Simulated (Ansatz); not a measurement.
A nudged elastic band was laid between two geometries of Cl₂F₂H₂OZr (8 atoms, charge 0, multiplicity 1).

These are results of Ansatz, RKS PBE0-D4/def2-SVP, not measurements.

```json
{
 "movable images": "5",
 "climbing image": "yes",
 "spring": "5.0 eV/Å²",
 "optimiser": "quadratic models (default)",
 "start path": "through a guess of the saddle point",
 "force threshold": "0.05 eV/Å",
 "iteration limit": "60",
 "end points": "relaxed"
}
```

First end point:

```xyz
8
Properties=species:S:1:pos:R:3
Zr 0.050 -0.213 0.020
O -0.112 -0.232 2.008
H -0.545 0.308 2.675
Cl 2.122 0.405 -0.895
F -0.992 1.337 -0.246
Cl -1.147 -1.841 -1.177
F 1.159 -1.962 1.148
H 0.773 -1.502 1.917
```

Last end point:

```xyz
8
Properties=species:S:1:pos:R:3
Zr 0.480 -0.367 -0.087
O -0.514 -0.722 2.014
H -0.938 0.029 2.449
Cl 1.809 0.286 -1.914
F -0.161 1.350 0.449
Cl -1.154 -1.748 -1.064
F 1.798 -1.309 0.925
H -0.014 -1.216 2.677
```

**Question.** What changes between the two ends?

**Answer.** Bonds broken: F7–H8. Bonds formed: O2–H8.

**Question.** Give the energies along the band, and the barrier.

**Answer.** The run converged. The highest image is number 1 of 0 to 6, 2.5 kJ/mol above the first end and 75.1 kJ/mol above the last; the last end lies 72.6 kJ/mol below the first. A vibrational analysis at the climbing image gives one clearly imaginary mode, 357i cm⁻¹: a first-order saddle point. The orbitals stay closed-shell, which can raise the energy where a bond breaks towards radicals; this wasn't checked here.

```tsv
image	path coordinate (Å)	energy (kJ/mol)	F7–H8 (Å)	O2–H8 (Å)
0	0.00	0.0	0.98	1.55
1	0.35	2.5	1.08	1.29
2	0.93	-43.6	1.67	0.99
3	1.52	-62.1	2.22	0.97
4	2.10	-65.0	2.37	0.97
5	2.69	-69.6	2.42	0.97
6	3.27	-72.6	2.52	0.97
```

**Question.** What is the geometry of the highest image?

**Answer.** 
```xyz
8
Properties=species:S:1:pos:R:3:forces:R:3
Zr 0.105 -0.293 -0.009 0.00 0.00 0.00
O -0.086 -0.260 2.037 0.00 0.00 0.00
H -0.496 0.248 2.742 0.00 0.00 0.00
Cl 2.109 0.393 -1.006 0.00 0.00 0.00
F -0.960 1.261 -0.152 0.00 0.00 0.00
Cl -1.113 -1.835 -1.282 0.00 0.00 0.00
F 1.106 -1.897 1.168 0.00 0.00 0.00
H 0.644 -1.316 1.951 0.00 0.00 0.00
```

**Question.** What are the harmonic wavenumbers there?

**Answer.** 357i, 57, 92, 122, 129, 146, 175, 261, 388, 400, 428, 604, 674, 711, 1064, 1176, 1933, 3956 cm⁻¹.

The run took 87 s on 4 threads of AMD EPYC 9R45 96-Core Processor (Zen 5) (shared host), peak memory 0.34 GiB.
